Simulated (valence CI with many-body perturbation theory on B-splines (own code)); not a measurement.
# Questions on Hg73+

Level of theory: valence CI with perturbative core correlation (CI+MBPT): five valence electrons over a frozen Dirac-Fock core [He], a basis of 9 s, 9 p, 8 d, 6 f, 3 g, 1 h functions for each j, with the one-electron correlation potential Σ1 (screened to all orders), the two-electron term Σ2, the three-electron term Σ3, Breit, model QED; selected single and double excitations, second order for the rest (own B-spline code, finite nucleus).

No measured spectrum was set against this ion. As an estimate, large intervals hold to a few tenths of a per cent, small ones and those within an open d or f shell to about a per cent. Among the levels kept, up to 1200 cm⁻¹ of a level comes from second order outside the variational space, and about a tenth of that is noise between levels of different J, which matters for small intervals.

Levels are named by their leading jj configuration (3d3/2^4 stands for four electrons in 3d with j = 3/2), which in mixed levels can hold well under half, so a name can repeat and another be missing.

Rates and lifetimes use the calculated energies. Strong lines usually hold to 10 to 20 %, long lifetimes can be off by a factor of two.

What is the ground level?

(2s^2 2p1/2^2 2p3/2) J=3/2, composition 49 % 2s²2p³ ²P° + 27 % 2s²2p³ ²D° + 24 % 2s²2p³ ⁴S°, g = 1.302.

Name the longest-lived excited levels whose lifetime is computed, and their main decay.

(2s^2 2p1/2 2p3/2^2) J=5/2 at 2026 eV lives 78.4 ps, mostly by M1 to (2s^2 2p1/2^2 2p3/2) J=3/2; (2s^2 2p1/2 2p3/2^2) J=1/2 at 2087 eV lives 24.9 ps, mostly by M1 to (2s^2 2p1/2^2 2p3/2) J=3/2; (2s^2 2p1/2 2p3/2^2) J=3/2 at 2003 eV lives 13.6 ps, mostly by M1 to (2s^2 2p1/2^2 2p3/2) J=3/2.

Where does the other parity begin?

At (2s 2p1/2^2 2p3/2^2) J=5/2, 2397 eV.

What is the ionisation energy?

19681 eV; NIST lists 19680 ± 90 eV (theoretical).

What are the static dipole polarisabilities of the lowest levels?

(2s^2 2p1/2^2 2p3/2) J=3/2 4.28e-05 (tensor 8.0e-06) bohr³, of which the core gives 1.49e-07.

Among levels below 13682 eV, which E1 lines absorb most strongly from the ground level?

to (2s^2 2p1/2^2 3d5/2) J=5/2 at 0.1099 nm, f = 0.549; to (2s^2 2p1/2 2p3/2 3d3/2) J=5/2 at 0.09405 nm, f = 0.501; to (2s^2 2p1/2 2p3/2 3d3/2) J=3/2 at 0.09401 nm, f = 0.299.

How well does LS coupling describe the low levels?

Among the lowest 20 levels the leading LS term, summed over configurations, holds 63 % on average. For single configurations the figures are 63 % in LS and 100 % in jj coupling. Terms mix most in the J = 3/2 level at 11023 eV, where the leading one holds 36 %.
